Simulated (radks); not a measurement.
Xe LII, configuration [He] 2s1. Calculated with a radial shooting solver on a logarithmic mesh with Libxc functionals: Dirac Kohn-Sham, LB94 model potential, spin-unpolarised, spherical densities, finite nucleus; Fermi nuclear charge, rms radius 4.7859 fm.

Normalised radial functions P(r) = r R(r) (large component), r in bohr:

r          1s1/2    2s1/2   2p3/2
0.002624  2.0917   0.7688  0.0304
0.003179  2.4218   0.8875  0.0436
0.003852  2.7863   1.0169  0.0624
0.004668  3.1811   1.1544  0.0890
0.00561   3.5807   1.2898  0.1244
0.006798  4.0071   1.4278  0.1756
0.008237  4.4242   1.5518  0.2462
0.009901  4.7908   1.6440  0.3378
0.012     5.1063   1.6933  0.4655
0.01454   5.3149   1.6710  0.6338
0.01761   5.3753   1.5492  0.8508
0.02117   5.2596   1.3129  1.1102
0.02565   4.9349   0.9185  1.4361
0.03108   4.4017   0.3626  1.8117
0.03736   3.7248  -0.3100  2.2003
0.04527   2.9106  -1.1124  2.6004
0.05485   2.0800  -1.9303  2.9409
0.06646   1.3340  -2.6388  3.1544
0.07989   0.7712  -3.0869  3.1784
0.0968    0.3732  -3.2051  2.9725
0.1173    0.1494  -2.9297  2.5342
0.141     0.0501  -2.3631  1.9576
0.1708    0.0122  -1.6219  1.3092
0.207     0.0021  -0.9294  0.7428
0.2508    0.0002  -0.4303  0.3453
0.3015    0.0000  -0.1621  0.1322
0.3653    0.0000  -0.0435  0.0365

1s1/2: eigenvalue -39927 eV, 0 radial nodes, <r> = 0.0265 bohr, 90 % of the charge inside 0.0476 bohr. 2s1/2: eigenvalue -9798.9 eV, 1 radial node at r = 0.0345 bohr, <r> = 0.107 bohr, 90 % of the charge inside 0.165 bohr. 2p3/2 (empty): eigenvalue -9313.9 eV, 0 radial nodes, <r> = 0.0939 bohr, 90 % of the charge inside 0.151 bohr.
